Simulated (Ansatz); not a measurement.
C$_{3}$H$_{5}$ClOSi, SMILES `C#C[SiH](Cl)OC`, relaxed with RKS PBE0-D4/def2-TZVP in the Gaussian-basis code of Ansatz from a PBE-D4/def2-SVP geometry. The force threshold is 0.005 eV/Å; the program also tests the step.

Total charge 0; spin multiplicity 1.

Start:

```xyz
11

C    -0.665    2.608    0.228
C     0.089    1.638    0.275
Si    1.198    0.178    0.290
Cl    1.294   -0.501    2.257
O     0.614   -1.016   -0.707
C    -0.679   -1.594   -0.598
H    -1.326    3.465    0.194
H     2.565    0.503   -0.201
H    -0.833   -2.069    0.396
H    -1.482   -0.838   -0.755
H    -0.774   -2.375   -1.378
```

| step | energy (eV) | largest force (eV/Å) | largest move (Å) |
| --- | --- | --- | --- |
| 1 | -25629.8007 | 1.283 | 0.000 |
| 2 | -25629.8843 | 0.631 | 0.040 |
| 3 | -25629.8945 | 0.132 | 0.020 |
| 4 | -25629.8952 | 0.029 | 0.005 |
| 5 | -25629.8955 | 0.028 | 0.015 |
| 6 | -25629.8959 | 0.023 | 0.040 |
| 7 | -25629.8959 | 0.023 | 0.012 |
| 8 | -25629.8960 | 0.014 | 0.018 |
| 9 | -25629.8961 | 0.005 | 0.010 |
| 10 | -25629.8961 | 0.003 | 0.012 |
| 11 | -25629.8961 | 0.002 | 0.006 |

End:

```xyz
11

C    -0.654    2.574    0.204
C     0.073    1.613    0.249
Si    1.177    0.167    0.287
Cl    1.278   -0.455    2.239
O     0.615   -1.016   -0.668
C    -0.677   -1.584   -0.584
H    -1.295    3.425    0.167
H     2.531    0.499   -0.180
H    -0.796   -2.145    0.348
H    -1.452   -0.813   -0.636
H    -0.798   -2.265   -1.426
```

Hardware: 4 threads of a server CPU on a shared host. Wall time 38 s, peak host memory 0.72 GiB.
